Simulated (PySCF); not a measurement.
## Correlation energy of As (arsenic, neutral)

[Ar] 3d10 4s1 4p4, high-spin 4P determinant (an excited configuration). Calculation: PySCF 2.14, in def2-QZVPPD (12s7p5d4f1g, 95 functions); the non-relativistic Hamiltonian (point nucleus). Frozen: [Ar] 3d10; 5 electrons correlated.

| level | correlation energy (mhartree) |
| --- | --- |
| CCSD | -102.14 |
| (T) | -10.58 |
| CCSD(T) | -112.72 |

Diagnostics: T1 = 0.033, D1 = 0.0931, largest double amplitude 0.257.

T1 exceeds 0.03, a sign that the reference determinant is poor. A double-excitation amplitude exceeds 0.15, a sign of near-degeneracy.

Cost of the coupled-cluster step: roughly 30 core-seconds, for 5 correlated electrons.
